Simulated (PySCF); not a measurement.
Geometries of 2 isomers of C4H5BrO, from PBE0-D3(BJ)/def2-SVP geometry optimisation, gas phase in PySCF. One conformer each, no zero-point energy, no frequencies.

**Question.** Which is lower in electronic energy at this level?
A.
```xyz
11
angstrom
C     -1.709    0.074    0.582
O     -0.696   -0.924    0.628
C      0.476   -0.559    0.183
C      1.729   -0.837   -0.081
C      1.220    0.486   -0.492
Br     0.802    0.870   -2.412
H     -2.659   -0.438    0.773
H     -1.735    0.555   -0.407
H     -1.540    0.833    1.361
H      2.586   -1.502   -0.108
H      1.528    1.449   -0.062
```
B.
```xyz
11
angstrom
O      2.291   -1.381    0.690
C      1.695   -0.588    0.049
Br     2.528    0.136   -1.606
C      0.355   -0.048    0.343
C     -0.022    1.384    0.040
C     -0.636    0.291   -0.748
H     -0.035   -0.492    1.263
H      0.738    1.998   -0.448
H     -0.614    1.892    0.805
H     -1.673    0.006   -0.554
H     -0.297    0.153   -1.778
```

**Answer.** B. That is `O=C(Br)C1CC1`, 52.8 kcal/mol below the other.

| SMILES | atoms numbered as above | E (Eh) | relative (kcal/mol) | relative (kJ/mol) | dipole (D) |
| --- | --- | --- | --- | --- | --- |
| O=C(Br)C1CC1 | [O:1]=[C:2]([Br:3])[CH:4]1[CH2:5][CH2:6]1 | -2803.76170 | 0.0 | 0.0 | 3.31 |
| COC1=C[C@H]1Br | [CH3:1][O:2][C:3]1=[CH:4][C@H:5]1[Br:6] | -2803.67756 | 52.8 | 220.9 | 2.77 |

As drawn, the lower has a C=O bond, which the higher lacks; the higher has a C=C bond outside aromatic rings, which the lower lacks.
